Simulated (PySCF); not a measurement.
A structure optimised at PBE-D3(BJ)/def2-SVP, used in a PySCF frequency run:

```xyz
13

Si     0.1603    -3.0221     0.0000
Si    -0.8324    -0.9092     0.0000
Si     0.8136     0.7824     0.0000
Si    -0.1901     2.9130     0.0000
H      0.9963    -3.2745     1.2305
H      0.9963    -3.2745    -1.2305
H     -1.7004    -0.7562     1.2228
H     -1.7004    -0.7562    -1.2228
H      1.6819     0.6175    -1.2213
H      1.6819     0.6175     1.2213
H      0.8382     4.0137     0.0000
H     -1.0564     3.0572     1.2229
H     -1.0564     3.0572    -1.2229
```
Charge 0, spin multiplicity 2.

Question: Write its SMILES, formula and point group.

Answer: [SiH2][SiH2][SiH2][SiH3], H9Si4, Cs

Question: What are its rotational constants (standard atomic weights)?

Answer: 7.3976, 0.83409, 0.77746 GHz
